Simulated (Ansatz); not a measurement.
The same path of ClGaH2 + H (5 atoms, charge 0, multiplicity 2) was run twice with different band settings. Lost on the way: Ga1–Cl2. Made: Cl2–H5.

All numbers below come from UHF/def2-SVP in Ansatz.

Relaxed end points:

```xyz
5
Properties=species:S:1:pos:R:3
Ga 0.000 0.000 -0.379
Cl 0.000 0.000 1.790
H 1.404 0.000 -1.059
H -1.404 0.000 -1.059
H 0.000 0.000 5.787
```

```xyz
5
Properties=species:S:1:pos:R:3
Ga 0.000 0.000 -1.015
Cl 0.000 0.000 4.224
H 1.375 0.000 -1.812
H -1.375 0.000 -1.812
H 0.000 0.000 5.495
```

Common settings: movable images 7; climbing image yes; optimiser quadratic models (default); start path through a guess of the saddle point; force threshold 0.05 eV/Å; iteration limit 60; end points relaxed.

| run | spring |
| --- | --- |
| 1 | 5.0 eV/Å² |
| 2 | 2.0 to 10.0 eV/Å², energy-weighted |

(1) What does each run give, and how far can it be trusted?

Results:

(1) Run 1: converged after 18 iterations, highest image 1.574 eV above the first end. Neighbouring images differ by up to 1.4 eV, so the band resolves the path poorly. A vibrational analysis at the climbing image gives 2 clearly imaginary modes (1593i, 203i cm⁻¹): a point of higher order, so a lower path passes nearby.
Run 2: converged after 9 iterations, highest image 1.574 eV above the first end. Another band between the same ends (7 images) ends at a top of the same energy, where a vibrational analysis finds 2 clearly imaginary modes.
